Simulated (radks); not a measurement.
Values are calculated unless marked as measured or tabulated.
Problem. The cerium ion Ce4+, configuration [Xe]. Code: a radial shooting solver on a logarithmic mesh with Libxc functionals. Model: non-relativistic Kohn-Sham, TASK exchange with Perdew-Wang LDA correlation, spin-polarised, spherical densities, point nucleus; meta-GGA in the generalised Kohn-Sham scheme; relativity is left out, which matters for an element this heavy. Some entries of the table are withheld. Estimate them.

orbital,occ.,eigenvalue (hartree),<1/r> (bohr^-1)
1s,2,-1411.396,57.43
2s,2,(1),13.27
2p,6,-209.8069,13.28
3s,2,-49.37030,4.931
3p,6,(2),4.861
3d,10,-34.48795,4.737
4s,2,(3),(4)
4p,6,(5),1.997
4d,10,-5.92816,1.798
5s,2,(6),0.8648
5p,6,-2.22850,0.7904

Solution. 
(1) 2s eigenvalue (hartree): -221.8241
(2) 3p eigenvalue (hartree): -44.17733
(3) 4s eigenvalue (hartree): -11.37005
(4) 4s <1/r> (bohr^-1): 2.088
(5) 4p eigenvalue (hartree): -9.40058
(6) 5s eigenvalue (hartree): -2.82427
